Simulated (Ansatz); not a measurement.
Two isomers of CH5NOSi2: A = `O=C[SiH]1N[SiH2]1`, B = `O[SiH]1C=N[SiH2]1`.

Gas-phase electronic energies from Ansatz, PBE0-D4/def2-TZVP geometries. CCSD(T)/CBS is the MP2 limit (def2-TZVPP, def2-QZVPP) plus CCSD(T) − MP2 in def2-TZVPP, frozen cores. Functionals use def2-TZVPP. B3LYP here is the variant with VWN-RPA as its local correlation; programs differ in this. Each species was taken in one conformer, which may not be the lowest.

Q: Which isomer does CCSD(T)/CBS put lower? Give the gap. (An estimate is asked.)

A: The calculation gave: B, by 24.4 kcal/mol.

Q: Give E(B) − E(A) in kcal/mol with B2PLYP, CCSD(T)/def2-TZVPP, MP2/def2-TZVPP, B3LYP, B3LYP-D4, r2SCAN-D4, CCSD/def2-TZVPP. (Estimate.)

A: The calculation gave: B2PLYP -22.5, CCSD(T)/def2-TZVPP -24.1, MP2/def2-TZVPP -24.7, B3LYP -20.7, B3LYP-D4 -21.3, r2SCAN-D4 -20.4, CCSD/def2-TZVPP -24.1. None reverses the order clearly.

Largest T1 diagnostic: 0.015.

From PBE to PBE0 (25 % exact exchange), in def2-TZVPP and without D4, E(B) − E(A) moves by −2.1 kcal/mol.
